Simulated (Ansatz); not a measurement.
Job for Ansatz (a program for electronic structure): R-wB97X-V/def2-TZVPP on CH4SSe (SMILES CS[SeH]), a point of a torsion scan.

Ansatz 0.2 input:
```yaml
crystal:
  periodic: [false, false, false]
  atoms:
    - {symbol: C, position_ang: [-0.86047616, -0.18715794, 0.06759355]}
    - {symbol: S, position_ang: [0.02556572, 1.37778957, -0.21818306]}
    - {symbol: Se, position_ang: [2.12931860, 0.74283839, -0.00078713]}
    - {symbol: H, position_ang: [-0.55315011, -0.93386523, -0.65881401]}
    - {symbol: H, position_ang: [-1.91193761, 0.04521543, -0.06290230]}
    - {symbol: H, position_ang: [-0.67965818, -0.53251532, 1.08176280]}
    - {symbol: H, position_ang: [1.86401357, -0.32169577, 0.96027582]}
basis:
  gaussian:
    orbitals: def2-TZVPP
hamiltonian:
  xc: {name: wB97X-V}
scf: {lower_state_search: off}
```

It printed:

```
WARN ansatz: RAYON_NUM_THREADS=1 ignored (pool sized by the plan → 1); use --threads N
Functional definition: wB97X-V
these checks for a lower state are left out or cut short: stability, starts, cluster_reference, orbital_swaps, neighbouring_geometries, increment
integrals: 0.13 GiB planned
1116 factors; their error is unknown
integrals: 0.16 GiB planned
227 factors; integrals over basis functions are off by at most 2.5e-5 eV
mean field: 1.08 GiB planned
mean field evaluation 1: about -77278.1454 eV, gradient 2.7e1 eV
mean field evaluation 2: about -77278.9619 eV, gradient 1.9e1 eV
mean field evaluation 4: about -77279.7703 eV, gradient 7.9e-1 eV
mean field evaluation 8: about -77280.0434 eV, gradient 4.1e-1 eV
mean field evaluation 16: about -77280.0436 eV, gradient 5.0e-5 eV
mean field -77280.04358477 eV, -2839.9892194454 hartree, gradient 8.3e-6 eV, S^2 0.000000; 0 other end points of the search recorded, 0 dependent functions left out
reference -77280.04358311 eV, -2839.9892193842 hartree; 30, 30 occupied and 147, 147 virtual orbitals, 1116 factors
Total energy: -77280.04358311 eV, -2839.9892193842 hartree
Checks for a lower state left out: stability, starts, cluster_reference, orbital_swaps, neighbouring_geometries, increment
```

The calculation finished and met its thresholds.

Cost: very roughly 9 core-seconds.
